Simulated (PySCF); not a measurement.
# Molecular orbitals of NaI

r²SCAN at R = 2.710 Å; Na x2c-SVPall, I x2c-SVPall; spin-free X2C with a Gaussian nucleus (PySCF 2.14). State: ¹Σ⁺ (singlet), closed shell. Only the outer orbitals are listed, counted within each symmetry.

```tsv
orbital	occ.	ε (eV)	on Na (%)	main shells (%)
6π	2	-30.77	100	100 Na p
6π	2	-30.77	100	100 Na p
12σ	2	-30.73	100	100 Na p
13σ	2	-15.16	3	97 I s
14σ	2	-5.45	10	89 I p, 9 Na s
7π	2	-4.84	5	95 I p
7π	2	-4.84	5	95 I p
15σ	0	-1.65	96	76 Na s, 20 Na p
8π	0	0.59	96	96 Na p
8π	0	0.59	96	96 Na p
```

Task: Which are the highest filled and the lowest empty level, where do they sit, and how wide is the gap?

Result: Highest filled 7π at -4.84 eV (in %: 95 I p); lowest empty 15σ at -1.65 eV (in %: 76 Na s, 20 Na p); the gap at r²SCAN is 3.19 eV.

```json
{
  "bond order (Mayer)": "0.84",
  "⟨S²⟩": "0.000",
  "charge on Na (Mulliken, basis-dependent)": "0.55",
  "charge on Na (Löwdin, basis-dependent)": "0.20",
  "dipole moment (positive dipole means Na(−)I(+))": "-8.81 D"
}
```

Spin–orbit coupling is left out.
